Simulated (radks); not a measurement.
Excited configurations of Gd2+: one electron is placed in a higher orbital outside [Xe] 4f7. The ground configuration is [Xe] 4f7 5d1. All-electron calculation, scalar-relativistic Kohn-Sham, PBE, spin-polarised, spherical densities, finite nucleus; open shells are filled with parallel spins first (spin-orbit coupling, left out, can overturn this in heavy ions); Fermi nuclear charge, rms radius 5.1569 fm. Program: a radial shooting solver on a logarithmic mesh with Libxc functionals. Excitation = E - E(ground); binding = E(ion) - E, where the ion is the core of charge +3; n* = 3/sqrt(2 binding) in atomic units, and the quantum defect is n - n*.

outer orbital  excitation (eV)  binding (eV)     n*  eigenvalue (eV)  <r> (bohr)
5f                      12.257         8.104  3.887           -6.483       5.618
6s                       0.621        19.740  2.491          -16.691       3.293
6p                       5.218        15.142  2.844          -12.748       3.971
6f                      14.910         5.451  4.740           -4.528       9.612
7s                      10.121        10.239  3.458           -8.852       6.263
7f                      16.507         3.853  5.637           -3.293       14.58

The Delta-SCF ionisation energy is 20.360 eV (NIST Atomic Spectra Database: 20.54 eV, semi-empirical). Self-interaction in the functional shifts the binding energies and quantum defects, so they are the method's values and not measured ones. Open shells are spherical and high-spin; term and fine-structure splittings are not resolved. Spin-orbit splitting is averaged out at the scalar-relativistic level.
